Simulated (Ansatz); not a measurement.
Relaxation of Cl₂GeH₂ (5 atoms, charge 0, multiplicity 1), to a largest force component of 0.03 eV/Å in at most 50 steps.

The calculation used RKS BHLYP-D4/def2-SVP in Ansatz.

```xyz
5
Properties=species:S:1:pos:R:3
Ge 0.231 -0.021 0.015
Cl 0.864 0.036 2.104
H 1.704 0.042 -0.371
Cl -0.868 1.733 -0.519
H -0.614 -1.243 -0.298
```

Problem. Where does it end, and by what steps?

Solution. It converged. After 3 steps the energy has fallen by 0.280 eV; H3 moved furthest, 0.27 Å.

```tsv
step	energy less start (eV)	largest force component (eV/Å)	accepted
0	0.0000	1.055	yes
1	-0.2448	0.517	yes
2	-0.2779	0.277	yes
3	-0.2801	0.011	yes
```

```xyz
5
Properties=species:S:1:pos:R:3
Ge 0.318 -0.019 0.073
Cl 0.671 0.040 2.191
H 1.662 0.038 -0.636
Cl -0.804 1.732 -0.462
H -0.531 -1.243 -0.235
```

The run took 24 s on 1 thread of Arm Neoverse N1, on a shared host, peak memory 0.16 GiB.
